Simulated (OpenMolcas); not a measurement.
## Fe2+: effect of the active space

* Program: OpenMolcas 26.06
* Method: CASSCF
* Basis: ANO-R3
* Scalar Hamiltonian: X2C, finite nucleus
* Spin-orbit coupling: RASSI with atomic mean-field integrals over the reference wave functions, term energies averaged over their components

A. 6 electrons in 5 orbitals (3d); 2S+1 = 5 even, 5 roots; 2S+1 = 3 even, 45 roots; 2S+1 = 1 even, 50 roots; cost about 30 core-seconds
B. 6 electrons in 6 orbitals (3d 4s); 2S+1 = 5 even, 30 roots; 2S+1 = 7 even, 1 root kept (CI in the orbitals of an earlier block); 2S+1 = 3 even, 122 roots kept (CI in the orbitals of an earlier block, 98 in the spin-orbit step); 2S+1 = 1 even, 96 roots kept (CI in the orbitals of an earlier block, 69 in the spin-orbit step); cost roughly 90 core-seconds

Energies in cm⁻¹ above 3d⁶ ⁵D₄, the measured ground level; measured values from Corliss and Sugar, J. Phys. Chem. Ref. Data 11, 135 (1982).

```json
{"Level": "3d⁶ ⁵D₄", "A": "0.0", "B": "0.0", "Measured": "0.0"}
{"Level": "3d⁶ ⁵D₃", "A": "435", "B": "471", "Measured": "436"}
{"Level": "3d⁶ ⁵D₂", "A": "745", "B": "807", "Measured": "739"}
{"Level": "3d⁶ ⁵D₁", "A": "946", "B": "1024", "Measured": "932"}
{"Level": "3d⁶ ⁵D₀", "A": "1045", "B": "1130", "Measured": "1027"}
{"Level": "3d⁶ ³H₆", "A": "22582", "B": "24021", "Measured": "20051"}
{"Level": "3d⁶ ³H₅", "A": "22812", "B": "24271", "Measured": "20301"}
{"Level": "3d⁶ ³H₄", "A": "22986", "B": "24461", "Measured": "20482"}
{"Level": "3d⁶ ³P₂(1)", "A": "24729", "B": "26316", "Measured": "19405"}
{"Level": "3d⁶ ³F₄(1)", "A": "25867", "B": "27532", "Measured": "21462"}
{"Level": "3d⁶ ³P₁(1)", "A": "26004", "B": "27709", "Measured": "20688"}
{"Level": "3d⁶ ³F₃(1)", "A": "26106", "B": "27794", "Measured": "21700"}
{"Level": "3d⁶ ³F₂(1)", "A": "26283", "B": "27989", "Measured": "21857"}
{"Level": "3d⁶ ³P₀(1)", "A": "26550", "B": "28304", "Measured": "21208"}
{"Level": "3d⁶ ³G₅", "A": "28515", "B": "30352", "Measured": "24559"}
{"Level": "3d⁶ ³G₄", "A": "28913", "B": "30789", "Measured": "24941"}
{"Level": "3d⁶ ³G₃", "A": "29104", "B": "30997", "Measured": "25142"}
{"Level": "3d⁶ ¹I₆", "A": "33972", "B": "36196", "Measured": "30356"}
{"Level": "3d⁶ ¹G₄(1)", "A": "35823", "B": "38200", "Measured": "30886"}
{"Level": "3d⁶ ³D₁", "A": "36897", "B": "39296", "Measured": ""}
{"Level": "3d⁶ ³D₂", "A": "36927", "B": "39333", "Measured": ""}
{"Level": "3d⁶ ³D₃", "A": "37048", "B": "39460", "Measured": "30858"}
{"Level": "3d⁶ ¹F₃", "A": "51555", "B": "55049", "Measured": "42897"}
```

Deviations, from unrounded energies. A percentage is the sum of absolute deviations over the sum of measured energies, with the sign that they share, or ± where signs differ.

| Against measurement | Levels | A | B |
| --- | --- | --- | --- |
| mean absolute deviation (cm-1) | 20 | 3600 | 5100 |
| fine structure of the ground term (%) | 4 | ±1.2 | +9.5 |
| other terms of the ground configuration (%) | 16 | +18.2 | +25.9 |

A lies closest to measurement on these levels. The largest miss of A in the table is 3d⁶ ¹F₃, by +8700 cm-1. The ranking rests on the paired levels alone, and a cruder setting can come out closer through cancelling errors.

The spin-orbit steps hold different terms of 3d⁶ (B lacks a ¹D, a ¹S), which shifts levels as well.

Between A and B the level of the table that moves most is 3d⁶ ¹F₃, by 3500 cm-1 (lowest in A, highest in B).

Without dynamic correlation excited terms often stand tens of per cent too high (terms of higher spin than the ground term too low), and those without a measured partner can miss by more than the paired ones. Some high roots are left out of the spin-orbit mixing, which shifts the levels that they would mix with (holds for B). Terms from blocks run as CI alone lack orbitals of their own (holds for B). Computed and measured levels are paired by configuration, term and J; levels that our copy of the source lacks, or whose pairing is in doubt (as where it misses far off the trend of its configuration), stay unpaired and out of the deviations. Levels of configurations outside the active space are missing. Levels that lie high or do not pair safely by name in every column are left out.

A number in round brackets counts repeated terms of one configuration in the order of the reference energies.
